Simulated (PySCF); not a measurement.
O⁺ (oxygen, charge +1) across methods

[He] 2s2 2p3, high-spin 4S determinant. Calculation: PySCF 2.14, in aug-cc-pVQZ; no relativity, point nucleus.

```csv
method,E (hartree),mean ε 2s α (eV),mean ε 2s β (eV),mean ε 2p α (eV),Σ⟨r²⟩ (bohr²),⟨S²⟩
r2SCAN,-74.5574,-43.520,-35.698,-27.296,7.392,3.753
LDA,-74.0145,-41.169,-35.587,-26.444,7.513,3.752
PBE0,-74.5122,-45.394,-37.604,-28.976,7.424,3.752
HSE06,-74.5192,-44.947,-37.176,-28.548,7.427,3.752
PBE,-74.4960,-41.527,-35.647,-26.367,7.484,3.752
UHF,-74.37573,-56.375,-41.659,-36.207,7.339,3.756
wB97M-V,-74.5727,-47.555,-40.792,-31.273,7.475,3.753
BP86,-74.5669,-41.536,-35.876,-26.386,7.458,3.752
PBEsol,-74.2494,-41.326,-35.444,-26.296,7.492,3.752
```
